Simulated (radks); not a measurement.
The cobalt ion Co5+, configuration [Ar] 3d4. Calculated with a radial shooting solver on a logarithmic mesh with Libxc functionals: Dirac Kohn-Sham, PBE, spin-unpolarised, spherical densities, finite nucleus; open shells fill j = l - 1/2 first; Fermi nuclear charge, rms radius 3.7875 fm.

Normalised radial functions P(r) = r R(r) (large component), r in bohr:

```
   r/bohr * 3d3/2, o 3d5/2 (the largest magnitude, 1.09, reaches the edge; | marks zero, & curves that meet)
  0.00424 &
 0.006029 &
 0.008505 &
  0.01209 &
   0.0172 &
  0.02445 &
  0.03477 &
  0.04943 |&
  0.07029 | &
  0.09995 |    &
   0.1421 |         &
   0.2021 |                   &
   0.2873 |                                &
   0.4086 |                                              &
   0.5809 |                                                      &
    0.826 |                                                  &
    1.175 |                                   &
     1.67 |                *o
    2.375 |    &
```

3d3/2: eigenvalue -89.167 eV, 0 radial nodes, <r> = 0.828 bohr, 90 % of the charge inside 1.35 bohr. 3d5/2 (empty): eigenvalue -88.896 eV, 0 radial nodes, <r> = 0.831 bohr, 90 % of the charge inside 1.35 bohr.
